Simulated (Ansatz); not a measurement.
Z-matrix (Å, degrees):
```
C
C 1 1.331
H 1 1.081 2 119.3
H 1 1.087 2 122.8 3 180.0
O 2 1.371 1 123.9 3 180.0
B 2 1.571 1 124.4 3 0.0
H 5 0.962 2 109.9 1 -0.0
O 6 1.361 2 120.1 1 180.0
O 6 1.358 2 119.6 1 -0.0
H 8 0.962 6 111.1 2 0.0
H 9 0.961 6 112.0 2 180.0
```

The species carries charge 0 and has multiplicity 1.

(1) List the CAM-B3LYP/def2-TZVPP orbital energies in eV (the Gaussian-basis code of Ansatz). (An estimate is asked.)

Results:

(1) Ansatz gave: Occupied: -523.40, -522.77, -522.74, -280.02, -278.55, -186.56, -31.25, -30.56, -29.71, -22.72, -19.10, -17.48, -16.85, -15.39, -14.79, -13.30, -13.16, -12.44, -12.31, -11.90, -10.98, -10.82, -8.30. Lowest empty: 0.75, 1.54, 1.98, 2.81, 3.49, 3.65, 3.84, 4.33.
